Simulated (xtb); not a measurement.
C6H14Se, quintet, at the geometry of the source list (a higher spin typed on purpose: for a closed-shell molecule this is an excited state); xtb with GFN0-xTB.

The xtb input:
```
$ xtb mol.xyz --gfn 0 --chrg 0 --uhf 4 --json

# file mol.xyz
21

C      1.99890000     1.06120000     0.24190000
C      1.50440000    -0.37290000     0.28330000
C      2.61270000    -1.36210000    -0.03850000
Se     0.01220000    -0.66590000    -1.02620000
C     -1.53940000    -0.00590000     0.06450000
C     -1.84740000     1.44750000    -0.24600000
C     -2.73910000    -0.89900000    -0.20260000
H      2.40850000     1.29020000    -0.74060000
H      2.78170000     1.20560000     0.98540000
H      1.19470000     1.76170000     0.45420000
H      1.06810000    -0.59890000     1.26190000
H      2.24880000    -2.38530000     0.04170000
H      3.44490000    -1.22910000     0.65260000
H      2.97700000    -1.20510000    -1.05490000
H     -1.21060000    -0.11680000     1.10310000
H     -1.00000000     2.09040000    -0.02320000
H     -2.09710000     1.56160000    -1.29930000
H     -2.69660000     1.78060000     0.34820000
H     -2.49560000    -1.94200000    -0.00880000
H     -3.05830000    -0.80560000    -1.23930000
H     -3.56780000    -0.61010000     0.44260000
```

The log (banner, timings and long lists left out):

```
   ID    Z sym.   atoms
    1    6 C      1-3, 5-7
    2   34 Se     4
    3    1 H      8-21

           -------------------------------------------------
          |                Calculation Setup                |
           -------------------------------------------------

           -------------------------------------------------
          |                 G F N 0 - x T B                 |
           -------------------------------------------------

          ...................................................
          :                      SETUP                      :
          :.................................................:
          :  # basis functions                  62          :
          :  # atomic orbitals                  61          :
          :  # shells                           43          :
          :  # electrons                        44          :
          :  electronic temp.          300.0000000     K    :
          :  accuracy                    1.0000000          :
          :  -> integral cutoff          0.2500000E+02      :
          :  -> integral neglect         0.1000000E-07      :
          ...................................................

         :::::::::::::::::::::::::::::::::::::::::::::::::::::
         ::                     SUMMARY                     ::
         :::::::::::::::::::::::::::::::::::::::::::::::::::::
         :: total energy             -23.356751396196 Eh    ::
         :: gradient norm              0.209897742119 Eh/a0 ::
         :: HOMO-LUMO gap              1.592415406320 eV    ::
         ::.................................................::
         :: H0 energy                -23.646062312034 Eh    ::
         :: repulsion energy           0.328595695835 Eh    ::
         :: electrostat energy        -0.032328431352 Eh    ::
         :: -> Gsolv                   0.000000000000 Eh    ::
         ::    -> Gsasa                0.000000000000 Eh    ::
         ::    -> Gshift               0.000000000000 Eh    ::
         :: dispersion energy         -0.006956348645 Eh    ::
         :: short-range corr.          0.000000000000 Eh    ::
         :: add. restraining           0.000000000000 Eh    ::
         :: total charge               0.000000000000 e     ::
         :::::::::::::::::::::::::::::::::::::::::::::::::::::

           -------------------------------------------------
          |                Property Printout                |
           -------------------------------------------------

    * Orbital Energies and Occupations

         #    Occupation            Energy/Eh            Energy/eV
      -------------------------------------------------------------
         1        2.0000           -0.7639285             -20.7876
       ...           ...                  ...                  ...
        12        2.0000           -0.5308744             -14.4458
        13        2.0000           -0.5262671             -14.3205
        14        2.0000           -0.5207330             -14.1699
        15        2.0000           -0.5205267             -14.1643
        16        2.0000           -0.4993048             -13.5868
        17        2.0000           -0.4928235             -13.4104
        18        2.0000           -0.4886221             -13.2961
        19        2.0000           -0.4873594             -13.2617
        20        1.9993           -0.4590280             -12.4908
        21        1.0007           -0.4451148             -12.1122
        22        1.0000           -0.3982197             -10.8361
        23        1.0000           -0.2531883              -6.8896
        24        1.0000           -0.2156610              -5.8684 (HOMO)
        25                         -0.1571408              -4.2760 (LUMO)
        26                         -0.1544056              -4.2016
        27                         -0.1507099              -4.1010
        28                         -0.1356646              -3.6916
        29                         -0.1187494              -3.2313
        30                         -0.1142692              -3.1094
        31                         -0.1124819              -3.0608
        32                         -0.0954925              -2.5985
        33                         -0.0933226              -2.5394
        34                         -0.0848680              -2.3094
        35                         -0.0727377              -1.9793
       ...                                ...                  ...
        61                          0.4303619              11.7107
      -------------------------------------------------------------
                  HL-Gap            0.0585202 Eh            1.5924 eV
             Fermi-level            0.0000000 Eh            0.0000 eV

     #   Z          covCN         q      C6AA      α(0)
     1   6 C        3.778    -0.402    32.744     8.251
     2   6 C        3.832     0.151    20.333     6.495
     3   6 C        3.794    -0.395    32.519     8.219
     4  34 Se       2.042    -0.277   236.914    26.893
     5   6 C        3.832     0.152    20.304     6.490
     6   6 C        3.778    -0.402    32.739     8.251
     7   6 C        3.789    -0.398    32.628     8.234
     8   1 H        0.925     0.135     1.496     1.913
     9   1 H        0.925     0.114     1.660     2.015
    10   1 H        0.925     0.120     1.610     1.984
    11   1 H        0.924     0.036     2.497     2.471
    12   1 H        0.925     0.128     1.547     1.945
    13   1 H        0.925     0.114     1.666     2.018
    14   1 H        0.924     0.136     1.491     1.910
    15   1 H        0.924     0.036     2.506     2.476
    16   1 H        0.925     0.121     1.608     1.983
    17   1 H        0.925     0.136     1.490     1.909
    18   1 H        0.925     0.115     1.656     2.012
    19   1 H        0.925     0.130     1.536     1.938
    20   1 H        0.925     0.136     1.494     1.911
    21   1 H        0.925     0.114     1.666     2.019

 Mol. C6AA /au·bohr⁶  :       4265.414011
 Mol. C8AA /au·bohr⁸  :     132055.127442
 Mol. α(0) /au        :        101.336011

Wiberg/Mayer (AO) data.
largest (>0.10) Wiberg bond orders for each atom

 ---------------------------------------------------------------------------
     #   Z sym  total        # sym  WBO       # sym  WBO       # sym  WBO
 ---------------------------------------------------------------------------
     1   6 C    3.978 --     2 C    1.011    10 H    0.975     8 H    0.974
                             9 H    0.958
     2   6 C    3.740 --     3 C    1.020     1 C    1.011    11 H    0.955
                             4 Se   0.635
     3   6 C    3.979 --     2 C    1.020    12 H    0.978    14 H    0.972
                            13 H    0.965
     4  34 Se   1.624 --     2 C    0.635     5 C    0.631
     5   6 C    3.738 --     7 C    1.019     6 C    1.014    15 H    0.952
                             4 Se   0.631
     6   6 C    3.978 --     5 C    1.014    16 H    0.976    17 H    0.972
                            18 H    0.959
     7   6 C    3.979 --     5 C    1.019    19 H    0.977    20 H    0.973
                            21 H    0.963
     8   1 H    0.980 --     1 C    0.974
     9   1 H    0.982 --     1 C    0.958
    10   1 H    0.985 --     1 C    0.975
    11   1 H    1.020 --     2 C    0.955
    12   1 H    0.988 --     3 C    0.978
    13   1 H    0.981 --     3 C    0.965
    14   1 H    1.007 --     3 C    0.972
    15   1 H    1.019 --     5 C    0.952
    16   1 H    0.986 --     6 C    0.976
    17   1 H    0.982 --     6 C    0.972
    18   1 H    0.982 --     6 C    0.959
    19   1 H    0.986 --     7 C    0.977
    20   1 H    1.001 --     7 C    0.973
    21   1 H    0.981 --     7 C    0.963
 ---------------------------------------------------------------------------

Topologies differ in total number of bonds
Writing topology from bond orders to xtbtopo.mol

 dipole moment from electron density (au)
     X       Y       Z
  -0.0350   0.3432   0.3838  total (Debye):    1.312

           -------------------------------------------------
          | TOTAL ENERGY              -23.356751396196 Eh   |
          | GRADIENT NORM               0.209897742119 Eh/α |
          | HOMO-LUMO GAP               1.592415406320 eV   |
           -------------------------------------------------

normal termination of xtb
```
